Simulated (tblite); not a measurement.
Species: C8H14P (charge +1).
SMILES with atom numbers: `[CH3:1][CH2:2][C@H:3]1[CH:4]=[CH:5][P@@H+:6]([CH3:7])[CH:8]=[CH:9]1` (hydrogens: H10, H11, H12 on C1; H13, H14 on C2; H15 on C3; H16 on C4; H17 on C5; H18 on P6; H19, H20, H21 on C7; H22 on C8; H23 on C9)
Bond orders are those of one Lewis drawing.

Computed with GFN2-xTB (tblite), gas phase: L-BFGS steps from a force-field or distance-geometry start until the largest atomic force falls under 0.01 eV/Å.

Step 79: E = -716.5272 eV
```
atom  x, y, z in Å  |  force x, y, z in eV/Å
C1     -2.8345   -0.8495    0.0028    0.008  -0.021   0.002
C2     -2.4563    0.5762   -0.3776    0.000  -0.004   0.000
C3     -0.9399    0.8297   -0.3027   -0.002   0.012   0.000
C4     -0.4236    0.6568    1.0931   -0.003   0.008   0.003
C5      0.8456    0.4226    1.4272   -0.005  -0.001  -0.006
P6      2.0592    0.3093    0.1302   -0.003   0.016  -0.006
C7      3.4727   -0.7400    0.5154   -0.019   0.008  -0.003
C8      1.1214   -0.2247   -1.2867   -0.007  -0.016   0.016
C9     -0.1836    0.0464   -1.3315   -0.005  -0.016   0.018
H10    -2.5311   -1.0798    1.0212    0.014  -0.014  -0.003
H11    -2.3681   -1.5707   -0.6655   -0.022   0.008   0.020
H12    -3.9127   -0.9690   -0.0606    0.026  -0.026  -0.019
H13    -2.8034    0.7816   -1.3912    0.021   0.025   0.001
H14    -2.9608    1.2760    0.2903   -0.003  -0.001  -0.005
H15    -0.7791    1.8886   -0.5598   -0.028   0.025   0.006
H16    -1.1670    0.7437    1.8734   -0.018  -0.004   0.003
H17     1.1638    0.2906    2.4514    0.010   0.003  -0.012
H18     2.5524    1.5835   -0.1026    0.028  -0.013  -0.015
H19     3.9149   -0.4189    1.4596    0.020   0.004  -0.013
H20     4.2139   -0.6521   -0.2803    0.009  -0.019   0.012
H21     3.1537   -1.7796    0.6021   -0.026   0.005   0.000
H22     1.6285   -0.7914   -2.0547   -0.009  -0.005   0.013
H23    -0.7707   -0.3022   -2.1705    0.013   0.026  -0.012
```

Step 80: E = -716.5275 eV
```
atom  x, y, z in Å  |  force x, y, z in eV/Å
C1     -2.8323   -0.8514    0.0016   -0.016  -0.016   0.019
C2     -2.4567    0.5752   -0.3762   -0.001   0.011  -0.001
C3     -0.9406    0.8301   -0.3034    0.004   0.018  -0.002
C4     -0.4233    0.6602    1.0926   -0.013  -0.006   0.000
C5      0.8456    0.4237    1.4263   -0.007   0.015   0.001
P6      2.0598    0.3105    0.1299   -0.017   0.001  -0.002
C7      3.4701   -0.7421    0.5161   -0.003   0.007   0.005
C8      1.1214   -0.2227   -1.2870   -0.007  -0.017   0.009
C9     -0.1842    0.0460   -1.3320   -0.003  -0.001   0.017
H10    -2.5267   -1.0825    1.0191    0.023  -0.019  -0.003
H11    -2.3678   -1.5707   -0.6693   -0.013  -0.002   0.015
H12    -3.9107   -0.9725   -0.0576    0.029  -0.022  -0.026
H13    -2.8059    0.7841   -1.3881    0.020   0.017  -0.014
H14    -2.9606    1.2738    0.2931   -0.004  -0.003   0.005
H15    -0.7814    1.8893   -0.5617   -0.028   0.015   0.005
H16    -1.1671    0.7477    1.8730   -0.005  -0.003  -0.006
H17     1.1636    0.2939    2.4508    0.012   0.002  -0.013
H18     2.5573    1.5831   -0.1016    0.025  -0.010  -0.016
H19     3.9137   -0.4197    1.4597    0.017   0.001  -0.017
H20     4.2115   -0.6564   -0.2796    0.011  -0.021   0.009
H21     3.1510   -1.7816    0.6051   -0.032   0.012  -0.003
H22     1.6291   -0.7881   -2.0555   -0.009  -0.008   0.013
H23    -0.7706   -0.3028   -2.1721    0.018   0.030   0.004
```

Step 81: E = -716.5280 eV
```
atom  x, y, z in Å  |  force x, y, z in eV/Å
C1     -2.8299   -0.8541    0.0004   -0.037  -0.003   0.034
C2     -2.4569    0.5736   -0.3752   -0.003   0.023  -0.001
C3     -0.9414    0.8310   -0.3038    0.006   0.020  -0.002
C4     -0.4231    0.6642    1.0923   -0.022  -0.019  -0.001
C5      0.8456    0.4260    1.4252   -0.006   0.030   0.006
P6      2.0602    0.3123    0.1294   -0.023  -0.016   0.004
C7      3.4666   -0.7445    0.5170    0.015   0.001   0.014
C8      1.1213   -0.2203   -1.2872   -0.006  -0.016   0.004
C9     -0.1849    0.0457   -1.3318   -0.001   0.021   0.011
H10    -2.5201   -1.0863    1.0164    0.027  -0.024  -0.005
H11    -2.3691   -1.5714   -0.6739    0.002  -0.014   0.004
H12    -3.9086   -0.9764   -0.0539    0.031  -0.016  -0.028
H13    -2.8073    0.7865   -1.3856    0.015   0.005  -0.024
H14    -2.9607    1.2706    0.2958   -0.007  -0.004   0.013
H15    -0.7847    1.8906   -0.5631   -0.025   0.003   0.002
H16    -1.1672    0.7524    1.8729    0.006  -0.003  -0.013
H17     1.1643    0.2982    2.4499    0.012   0.001  -0.011
H18     2.5639    1.5824   -0.1010    0.020  -0.005  -0.018
H19     3.9124   -0.4213    1.4594    0.011  -0.001  -0.018
H20     4.2086   -0.6621   -0.2784    0.012  -0.021   0.003
H21     3.1463   -1.7836    0.6083   -0.037   0.020  -0.004
H22     1.6299   -0.7838   -2.0565   -0.007  -0.013   0.011
H23    -0.7700   -0.3026   -2.1732    0.019   0.031   0.017
```

Step 82: E = -716.5286 eV
```
atom  x, y, z in Å  |  force x, y, z in eV/Å
C1     -2.8262   -0.8586   -0.0014   -0.045   0.011   0.041
C2     -2.4570    0.5711   -0.3740   -0.009   0.031   0.001
C3     -0.9424    0.8327   -0.3040    0.003   0.017   0.003
C4     -0.4229    0.6702    1.0920   -0.027  -0.028   0.000
C5      0.8458    0.4306    1.4239   -0.003   0.043   0.011
P6      2.0604    0.3146    0.1287   -0.017  -0.029   0.010
C7      3.4610   -0.7483    0.5185    0.035  -0.007   0.019
C8      1.1209   -0.2167   -1.2875   -0.003  -0.014   0.000
C9     -0.1859    0.0462   -1.3309    0.005   0.049  -0.002
H10    -2.5081   -1.0931    1.0118    0.021  -0.025  -0.012
H11    -2.3710   -1.5735   -0.6811    0.018  -0.020  -0.005
H12    -3.9052   -0.9823   -0.0485    0.033  -0.009  -0.023
H13    -2.8080    0.7893   -1.3829    0.005  -0.012  -0.029
H14    -2.9612    1.2651    0.2997   -0.011  -0.004   0.021
H15    -0.7900    1.8930   -0.5648   -0.019  -0.011  -0.002
H16    -1.1668    0.7605    1.8729    0.013  -0.004  -0.016
H17     1.1663    0.3051    2.4481    0.009   0.001  -0.005
H18     2.5736    1.5809   -0.1008    0.010   0.000  -0.019
H19     3.9099   -0.4240    1.4591    0.004  -0.003  -0.013
H20     4.2040   -0.6713   -0.2764    0.011  -0.022  -0.006
H21     3.1374   -1.7862    0.6129   -0.040   0.027  -0.004
H22     1.6302   -0.7772   -2.0582   -0.006  -0.022   0.007
H23    -0.7695   -0.3011   -2.1739    0.014   0.029   0.025
```

Q: Estimate the geometry and energy of step 83. (The exact step hangs on the optimiser's Hessian estimate; all steps are aligned on step 82, rigid shifts and turns removed.)

A: E = -716.5295 eV, largest force 0.078 eV/Å
```
atom  x, y, z in Å  |  force x, y, z in eV/Å
C1     -2.8210   -0.8643   -0.0037   -0.034   0.024   0.036
C2     -2.4572    0.5684   -0.3726   -0.014   0.026   0.003
C3     -0.9437    0.8357   -0.3037   -0.005   0.009   0.008
C4     -0.4228    0.6776    1.0919   -0.022  -0.026   0.003
C5      0.8461    0.4375    1.4224    0.002   0.045   0.012
P6      2.0599    0.3163    0.1276    0.002  -0.029   0.014
C7      3.4539   -0.7533    0.5208    0.045  -0.015   0.017
C8      1.1198   -0.2125   -1.2882    0.002  -0.011  -0.001
C9     -0.1873    0.0482   -1.3294    0.013   0.074  -0.020
H10    -2.4916   -1.1022    1.0054    0.005  -0.020  -0.019
H11    -2.3714   -1.5766   -0.6896    0.029  -0.016  -0.015
H12    -3.9000   -0.9909   -0.0434    0.033  -0.002  -0.010
H13    -2.8077    0.7922   -1.3806   -0.011  -0.030  -0.023
H14    -2.9624    1.2578    0.3049   -0.017  -0.003   0.021
H15    -0.7968    1.8963   -0.5663   -0.012  -0.019  -0.005
H16    -1.1652    0.7725    1.8736    0.010  -0.009  -0.013
H17     1.1696    0.3132    2.4456    0.003   0.006   0.007
H18     2.5847    1.5780   -0.1014   -0.001   0.006  -0.020
H19     3.9061   -0.4269    1.4589    0.001  -0.006  -0.003
H20     4.1977   -0.6838   -0.2738    0.009  -0.023  -0.015
H21     3.1245   -1.7890    0.6194   -0.037   0.029  -0.001
H22     1.6293   -0.7693   -2.0611   -0.004  -0.032   0.003
H23    -0.7695   -0.2978   -2.1736    0.002   0.024   0.022
```

The energy changes by -0.0008 eV. The first-order estimate −F·Δx gives -0.0011 eV and the mean of the old and new forces, exact on a quadratic surface, -0.0008 eV. The step makes an angle of 81° with the force vector and moves no atom by more than 0.020 Å.

What follows is the cost of the whole relaxation. On one thread, Intel Xeon Platinum 8488C (x86_64) (shared host), this took 1.6 s.
